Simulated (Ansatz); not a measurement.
Si4Ge3: single points at one geometry.

```yaml
crystal:
  periodic: [false, false, false]
  atoms:
    - {symbol: Si, position_ang: [-0.018797, -0.836139, 1.403807]}
    - {symbol: Si, position_ang: [1.207427, 0.198285, -0.589375]}
    - {symbol: Si, position_ang: [-1.125418, -0.818849, -0.857024]}
    - {symbol: Si, position_ang: [-0.852209, 1.328304, 0.425046]}
    - {symbol: Ge, position_ang: [1.060676, 1.279905, 1.930418]}
    - {symbol: Ge, position_ang: [0.585701, -2.460392, -0.303901]}
    - {symbol: Ge, position_ang: [-0.857380, 1.308895, -2.008981]}
basis:
  gaussian: {orbitals: def2-TZVP, initial_orbitals: start.molden}
hamiltonian: {xc: pbe, dispersion: d4}
scf: {omitted_lower_state_checks: [starts]}
output: {orbitals: {seedname: orbitals}}
```

The file start.molden holds the orbitals of an earlier run on this structure, at another level or in another basis.

```sh
$ ansatz run in.yaml --threads 4 --pin off --events-out ev --progress --plain --max-ram 4787MiB
```

Shortened log:

```
Functional definition: PBE
2082 factors; their error is unknown
mean field evaluation 1: about -201026.2364 eV, gradient 1.8e1 eV
mean field evaluation 2: about -201026.4631 eV, gradient 3.2e-1 eV
mean field evaluation 4: about -201026.4071 eV, gradient 4.1e-2 eV
mean field -201026.40708030 eV, -7387.5841996084 hartree, gradient 2.2e-5 eV, S^2 0.000000; 0 other end points of the search recorded, 0 dependent functions left out
reference -201026.40711601 eV, -7387.5842009206 hartree; 76, 76 occupied and 216, 216 virtual orbitals, 2082 factors
Total energy: -201027.03181760 eV, -7387.6071582807 hartree
Checks for a lower state left out: starts
```

Hardware: 4 threads of Arm Neoverse V2 on a shared host. Wall time 6.5 s.

First input, but with `hamiltonian: {xc: pbe0, dispersion: d4}`, `output: {forces: true, orbitals: {seedname: orbitals}}` (abridged; 24 s):

```
Functional definition: PBE0
mean field -201032.76285306 eV, -7387.8177699490 hartree, gradient 2.5e-5 eV, S^2 0.000000
Total energy: -201033.30206793 eV, -7387.8375857300 hartree
Atom 0 force     0.079811     0.263216    -0.455664 eV/Å
Atom 1 force    -0.381468    -0.064168     0.189655 eV/Å
Atom 2 force     0.418565     0.250656     0.216255 eV/Å
Atom 3 force     0.337830    -0.380914    -0.159111 eV/Å
Atom 4 force    -0.286325    -0.231015    -0.279763 eV/Å
Atom 5 force    -0.206542     0.401405     0.097765 eV/Å
Atom 6 force     0.038128    -0.239180     0.390862 eV/Å
Dipole moment:    -0.082577    -0.014116     0.041550 e Å
Checks for a lower state left out: starts
```

The first input with `correlation: {method: mp2}` and without the key `hamiltonian` (abridged; 16 s):

```
Functional definition: HF
mean field -200869.22071652 eV, -7381.8077072841 hartree, gradient 2.1e-6 eV, S^2 0.000000
47 core orbitals not correlated: weight in the atoms' cores, before any rotation towards them, 1.000 or more for the frozen orbitals, at most 0.000 for the correlated occupied ones
second order -33.21967031 eV of doubles, -0.00000000 eV of singles
Total energy: -200902.44038683 eV, -7383.0285076509 hartree
Checks for a lower state left out: starts
```

The first input with `hamiltonian: {xc: {name: r2SCANh}, dispersion: d4}` (abridged; 24 s):

```
Functional definition: r2SCANh
mean field -201062.65478443 eV, -7388.9162781655 hartree, gradient 1.5e-5 eV, S^2 0.000000
Total energy: -201062.79430803 eV, -7388.9214055634 hartree
Checks for a lower state left out: starts
```

As the first input, with `gaussian: {orbitals: def2-SVP, initial_orbitals: start.molden}` (abridged; 3 s):

```
Functional definition: PBE
mean field -200994.05342061 eV, -7386.3952245447 hartree, gradient 1.5e-5 eV, S^2 0.000000
Total energy: -200994.67815694 eV, -7386.4181831816 hartree
Checks for a lower state left out: starts
```

As the first input, with `gaussian: {orbitals: def2-SVP, initial_orbitals: start.molden}`, `hamiltonian: {xc: pbe0, dispersion: d4}` (abridged; 6 s):

```
Functional definition: PBE0
mean field -201000.50179834 eV, -7386.6321980554 hartree, gradient 2.1e-5 eV, S^2 0.000000
Total energy: -201001.04101273 eV, -7386.6520138188 hartree
Checks for a lower state left out: starts
```

Geometry: PBE-D4/def2-SVP.

Correlated methods freeze 47 core orbitals; core or outer-core shells of Ge are correlated, in sets that lack core-valence functions. The structure comes from a short search, and lower isomers may exist.
